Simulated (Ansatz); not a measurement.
Computed with Ansatz on PBE0-D4/def2-TZVP structures; ΔE is electronic, products minus reactants. CCSD(T)/CBS adds triple-zeta CCSD(T) − MP2 to the extrapolated MP2 energy (def2 sets, frozen cores). This one scheme is used for every species. Functionals use def2-TZVPP. For Ga outer-core shells are correlated without core-valence functions, which leaves a few kJ/mol of doubt a bond. Scalar relativity is left out up to krypton. Each species was taken in one conformer, which may not be the lowest.

Consider the hydrogenolysis of a C–Ga bond: `[CH3][GaH][C](=N)F` + H₂ → `N=CF` + `[CH3][GaH2]`.

CCSD(T)/CBS gives -2.8 kcal/mol.

Task: Another level gave -10.4 kcal/mol. Which?
A. PBE-D4/def2-TZVPP
B. LDA (SPW92)/def2-TZVPP
C. CCSD/def2-TZVPP
D. HF/def2-TZVPP

Result: D. HF/def2-TZVPP -10.4, LDA (SPW92) -3.8, CCSD/def2-TZVPP -4.8, PBE-D4 -2.3 kcal/mol.

Largest T1 diagnostic among the species: 0.014.

From BLYP to BHLYP (50 % exact exchange), in def2-TZVPP and without D4, ΔE moves by −3.3 kcal/mol. In def2-TZVPP, CCSD(T) changes the Hartree–Fock value by +7.1 kcal/mol (the triples alone add +1.5 kcal/mol) and MP2 by +8.2 kcal/mol.
